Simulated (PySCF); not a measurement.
F4Sn, charge -1, multiplicity 2. Atoms are numbered in the order given.

```xyz
5

Sn     0.0000     0.0000     0.0000
F      1.1910     1.1910     1.1910
F     -1.1910     1.1910    -1.1910
F     -1.1910    -1.1910     1.1910
F      1.1910    -1.1910    -1.1910
```
Charge -1, spin multiplicity 2.

The structure is a stationary point at B3LYP-D3(BJ)/def2-SVPD. The geometry has at least one imaginary mode, so it is a saddle point at that level. The def2 effective core potentials stand for the cores of Sn; spin–orbit coupling is left out.

Level of theory: B3LYP/def2-SVPD run with PySCF.

Mulliken values depend strongly on the basis, most of all with diffuse functions as here. ESP charges are fitted to the potential on shells at 1.4 to 2.0 van der Waals radii. Atomic charges (e):

```
atom  ESP fit  Mulliken  Mulliken spin
----  -------  --------  -------------
Sn1      1.16      1.57           0.94
F2      -0.54     -0.64           0.02
F3      -0.54     -0.64           0.02
F4      -0.54     -0.64           0.02
F5      -0.54     -0.64           0.02
```
